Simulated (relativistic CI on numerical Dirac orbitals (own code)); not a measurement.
# Sensitivity of the levels of Hf LI to α and to the nuclear radius

Computed by Dirac-Coulomb-Breit CI, KLI orbitals optimised for each configuration, derivatives by finite differences, unscaled Slater integrals, QED left out (own radial code, finite nucleus).

CI space (outside the closed core [Ne] 3s2): 3p⁶3d⁴, 3p⁵3d⁵, 3p⁴3d⁶, 3p⁶3d³4p, 3p⁶3d²4s², 3p⁶3d²4s4p. Levels of other configurations are missing.

With x = (α/α₀)² − 1 an excitation energy changes as ω = ω₀ + qx; K = 2q/ω₀ is the relative enhancement. Terms are leading LS components, so labels can repeat. The field-shift factor is F = δν/δ⟨r²⟩ for the transition from the lowest level.

Lowest level 3p⁶3d⁴ ³P0.

| Level | ω₀ (cm⁻¹) | q (cm⁻¹) | F (GHz/fm²) |
| --- | --- | --- | --- |
| 3p⁶3d⁴ ⁵D1 | 445147 | 519500 | 11.2 |
| 3p⁶3d⁴ ³F4 | 542472 | 507100 | 11.6 |
| 3p⁶3d⁴ ⁵D2 | 563658 | 542000 | 12.2 |
| 3p⁶3d⁴ ³F3 | 592533 | 533400 | 12.2 |
| 3p⁶3d⁴ ⁵D0 | 960543 | 1.036e+06 | 22.7 |
| 3p⁶3d⁴ ⁵D2 | 967171 | 1.011e+06 | 22.2 |
| 3p⁶3d⁴ ³H4 | 983490 | 1.03e+06 | 22.8 |
| 3p⁶3d⁴ ⁵D3 | 1000797 | 1.033e+06 | 22.9 |
| 3p⁶3d⁴ ³H5 | 1031130 | 1.017e+06 | 22.9 |
| 3p⁶3d⁴ ¹I6 | 1054121 | 1.01e+06 | 23 |
| 3p⁶3d⁴ ³P1 | 1070073 | 1.047e+06 | 23.4 |
| 3p⁶3d⁴ ³F3 | 1098932 | 1.018e+06 | 23.1 |
| 3p⁶3d⁴ ³G4 | 1100667 | 1.027e+06 | 23.4 |

At this charge energies of transitions that change n are usually good to better than 1 %, and those within a shell (Δn = 0) to a few per cent.

(1) Which transition from the lowest level has the largest |K|?

## Answers

(1) 3p⁶3d⁴ ⁵D1 at 445147 cm⁻¹, K = 2.33.
